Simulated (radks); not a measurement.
Question: The table gives one normalised radial function P(r) = r R(r) of Pr+ in [Xe] 4f3 7f1 (r in bohr). Calculated with a radial shooting solver on a logarithmic mesh with Libxc functionals: scalar-relativistic Kohn-Sham, PBE, spin-unpolarised, spherical densities, finite nucleus; Fermi nuclear charge, rms radius 4.8919 fm.

r              P
0.00145    0.0479
0.002078   0.0636
0.002979   0.0829
0.004269   0.1050
0.00612    0.1275
0.008701   0.1444
0.01247    0.1463
0.01788    0.1177
0.02562    0.0435
0.03673   -0.0763
0.05222   -0.1982
0.07485   -0.2309
0.1073    -0.0688
0.1538     0.2300
0.2204     0.3335
0.3159    -0.0365
0.4492    -0.4869
0.6439    -0.2762
0.9229     0.5224
1.323      0.9649
1.896      0.6982
2.718      0.2487
3.864      0.0426
5.539      0.0025
7.939      0.0000
11.38      0.0000
16.31      0.0000
23.38      0.0000
33.24      0.0000
47.64      0.0000
68.29      0.0000

Which n and l does it have? It may be an empty orbital.

Answer: n = 5, l = 0: the number of nodes gives n - l - 1 = 4, the rise at small r (about r^(l+1), flatter next to the nucleus through relativity) gives l, and the extent must fit the shell. The curve is that of 5s. 5s: eigenvalue -50.118 eV, 4 radial nodes at r = 0.0296, 0.117, 0.308, 0.737 bohr, <r> = 1.51 bohr, 90 % of the charge inside 2.17 bohr.
